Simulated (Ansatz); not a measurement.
Reaction (redistribution): `[SiH3]C[CH2][GeH3]` + `C=C[SiH](N)Cl` → `N[SiH](Cl)[GeH3]` + `C=CCC[SiH3]`

Isolated molecules relaxed with PBE0-D4/def2-TZVP in Ansatz; ΔE leaves out vibrations. CCSD(T)/CBS is the MP2 limit (def2-TZVPP, def2-QZVPP) plus CCSD(T) − MP2 in def2-TZVPP, frozen cores. For Ge outer-core shells are correlated without core-valence functions, which leaves a few kJ/mol of doubt a bond. Scalar relativity is left out up to krypton. One conformer a species, not always the lowest.

```json
{"species": "`[SiH3]C[CH2][GeH3]`", "CCSD/def2-TZVPP energy (Eh)": "-2446.69632"}
{"species": "`C=C[SiH](N)Cl`", "CCSD/def2-TZVPP energy (Eh)": "-883.16410"}
{"species": "`N[SiH](Cl)[GeH3]`", "CCSD/def2-TZVPP energy (Eh)": "-2882.71674"}
{"species": "`C=CCC[SiH3]`", "CCSD/def2-TZVPP energy (Eh)": "-447.13916"}
```

Problem. Work out ΔE.

Solution. ΔE = (-2882.71674) + (-447.13916) − (-2446.69632) − (-883.16410) = 0.00452 Eh = +11.9 kJ/mol. CCSD(T)/CBS gives +11.8 kJ/mol.

Largest T1 diagnostic among the species: 0.011.
